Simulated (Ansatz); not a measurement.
A structure relaxed at PBE0-D4/def2-TZVP in Ansatz, charge 0, quintet:

Cartesian coordinates in Å:
```
Fe -0.0096 -0.0142 -0.0035
I 2.0629 -1.2510 -0.5717
I -2.0532 1.2652 0.5752
```

Give its formula, name or SMILES and point group.

FeI2. Point group D∞h (tolerance 0.1 Å).

Summarise the bond lengths by kind (pairs closer than 1.2 times the sum of covalent radii, bridged metal pairs left out).

2 × Fe–I 2.48 Å. The metal has 2 neighbours: I 2.48 Å, I 2.48 Å.

In the def2 sets I takes a core potential; there is no spin–orbit coupling.
